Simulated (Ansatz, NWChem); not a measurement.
**Worked example: the enthalpy of formation of GeH4 (germane)**

The species is GeH4 (5 atoms), meant as a singlet with charge 0. As SMILES, `[GeH4]`. The coordinates come from a PBE0-D4/def2-TZVP relaxation.

Total energies at B2PLYP/def2-TZVP, 9 core orbitals frozen (NWChem 7.3.0); the atoms run unrestricted:

| species | state | energy (Eh) |
| --- | --- | --- |
| GeH4 | singlet | -2079.007143 |
| Ge | triplet | -2076.550407 |
| H | doublet | -0.498613 |

Harmonic wavenumbers at PBE0-D4/def2-TZVP, in cm⁻¹: 820, 820, 820, 924, 924, 2170, 2176, 2176, 2176.

Measured heats of formation of the gaseous atoms at 298.15 K, in kJ/mol: Ge 372.0, H 218.0. Spin-orbit lowering of the atoms at 298 K (mean of the ground term's levels less their thermal mean, from spectra), in kJ/mol: Ge 10.39. Take 1 Eh = 2625.50 kJ/mol, 1 cm⁻¹ = 0.0119627 kJ/mol, RT = 2.479 kJ/mol.

Question: Work out the heat of formation of the gas at 298 K.

Answer: 
1. Electronic atomisation energy: (-2076.550407) + 4 × (-0.498613) − (-2079.007143) = 0.462284 Eh = 1213.7 kJ/mol.
2. Zero-point energy: half the sum of the wavenumbers, 6503 cm⁻¹ = 77.8 kJ/mol.
3. Thermal vibrational enthalpy, Σ hcν̃/(exp(hcν̃/kT) − 1): 0.8 kJ/mol. Translation, rotation and pV of a non-linear molecule: 4 RT = 9.9 kJ/mol.
4. The 5 free atoms carry 5/2 RT each: 31.0 kJ/mol.
5. Spin-orbit coupling lowers the free atoms by 10.39 = 10.4 kJ/mol.
6. Atomisation enthalpy at 298 K: 1213.7 − 10.4 − 77.8 − 0.8 − 9.9 + 31.0 = 1145.8 kJ/mol.
7. Sum of the atoms' heats of formation: 1244.0 kJ/mol. Heat of formation: 1244.0 − 1145.8 = +98.2 kJ/mol.

The tabulated value is +90.8 kJ/mol (CRC Handbook of Chemistry and Physics), so this level is off by +7.4 kJ/mol, or 0.6 % of the atomisation enthalpy. Relativity is left out. Anharmonicity and any spin-orbit splitting of the molecule are left out, and so is core correlation.
